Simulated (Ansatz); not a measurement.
Coupled-cluster diagnostics for Sn3⁻, Ansatz.

Geometry of the doublet (r2SCAN-D4/def2-SVPD):

```xyz
3

Sn   -1.580    1.335    0.577
Sn    1.433   -0.644   -1.463
Sn    0.147   -0.691    0.887
```

In the def2 sets Sn takes a core potential; there is no spin–orbit coupling. Correlated methods freeze 12 core orbitals; core or outer-core shells of Sn are correlated, in sets that lack core-valence functions. In CCSD on the charge -1 doublet the largest single amplitude is 0.27, so its Hartree–Fock determinant may place the open shell otherwise than the density functionals do. Another isomer (doublet) lies 0.86 eV lower at PBE0-D4/def2-TZVPD; other spin states weren't run for this one.

Question: Estimate the CCSD(T) correlation energy, the shares of MP2 and (T), T1 and the reference's ⟨S²⟩ for: charge -1, doublet, own geometry in def2-SVPD; and the rough time on 4 threads of AMD EPYC 9R45 on a shared host.

Answer: 
| state | basis | correlation (eV) | MP2 share (%) | (T) share (%) | T1 | ⟨S²⟩ (pure) | wall time | remarks |
| --- | --- | --- | --- | --- | --- | --- | --- | --- |
| charge -1, doublet, own geometry | def2-SVPD | -8.947 | 79.3 | 6.8 | 0.058 | 2.04 (0.75) | 7 s | large T1 (0.058), spin-contaminated (⟨S²⟩ 2.04) |
Customary marks for T1 are 0.02 (closed shells), 0.045 (open shells) and about 0.05 (3d metals). T1 exceeds 0.02 in 1 of 1 rows and 0.045 in 1; the higher it lies, the less the single-reference result can be trusted.
